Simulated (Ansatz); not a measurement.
Isolated molecules relaxed with PBE0-D4/def2-TZVP in Ansatz; ΔE leaves out vibrations. CCSD(T)/CBS adds triple-zeta CCSD(T) − MP2 to the extrapolated MP2 energy (def2 sets, frozen cores). DFT in def2-TZVPP. B3LYP here is the variant with VWN-RPA as its local correlation; programs differ in this. For Ge outer-core shells are correlated without core-valence functions, which leaves a few kJ/mol of doubt a bond. Scalar relativity is left out up to krypton. One conformer a species, not always the lowest.

`[SiH3][GeH]([Cl])[BH]Cl` + `CC(C)(O)F` → `CC(O)(F)BCl` + `[CH3][GeH]([SiH3])[Cl]`  (formal exchange of groups at a B–Ge bond)

`[SiH3][GeH]([Cl])[BH]Cl`:

```xyz
10

Si   -1.435   -0.023   -1.075
Ge   -0.027    0.039    0.853
Cl   -0.168    2.070    1.611
B     1.944   -0.408    0.446
Cl    3.160    0.816    0.457
H    -2.813    0.369   -0.689
H    -0.903    0.922   -2.089
H    -1.443   -1.400   -1.638
H    -0.591   -0.867    1.966
H     2.275   -1.518    0.157
```

`CC(C)(O)F`:

Z-matrix (Å, degrees):
```
C
C 1 1.513
H 1 1.091 2 110.1
H 1 1.090 2 110.6 3 120.6
H 1 1.093 2 109.9 3 -120.0
C 2 1.507 1 114.3 3 -62.1
O 2 1.382 1 112.4 3 61.2
F 2 1.400 1 106.4 3 179.4
H 6 1.090 2 109.2 1 -179.0
H 6 1.090 2 110.1 1 -59.1
H 6 1.090 2 110.1 1 61.5
H 7 0.962 2 108.6 1 48.2
```

`CC(O)(F)BCl`:

Cartesian coordinates in Å:
```
C -0.777 -0.883 -0.122
C -0.024 0.362 0.311
O -0.546 1.516 -0.232
F -0.144 0.431 1.709
B 1.522 0.217 -0.034
Cl 2.124 0.716 -1.576
H -1.817 -0.800 0.207
H -0.351 -1.780 0.331
H -0.751 -0.981 -1.208
H -1.503 1.508 -0.118
H 2.266 -0.307 0.732
```

`[CH3][GeH]([SiH3])[Cl]`:

Z-matrix (Å, degrees):
```
C
Ge 1 1.947
H 1 1.090 2 109.9
H 1 1.090 2 109.6 3 -119.9
H 1 1.092 2 110.0 3 120.1
Si 2 2.383 1 114.7 3 -54.8
Cl 2 2.177 1 106.5 3 61.6
H 2 1.541 1 111.0 3 175.6
H 6 1.488 2 109.7 1 -64.1
H 6 1.486 2 109.0 1 55.3
H 6 1.484 2 109.8 1 175.7
```

Is it downhill or uphill in electronic energy at CCSD(T)/CBS, and by how much? (Best estimate.)

Computed: Nearly level: ΔE = +0.02 eV.

What do these levels give: PBE-D4, r2SCAN-D4, B3LYP-D4, PBE, PBE0, SCS-MP2/def2-TZVPP? (Best estimate.)

The calculation gave: PBE-D4 0.02, r2SCAN-D4 0.01, B3LYP-D4 -0.03, PBE 0.02, PBE0 0.02, SCS-MP2/def2-TZVPP -0.04 eV.

Largest T1 diagnostic among the species: 0.012.
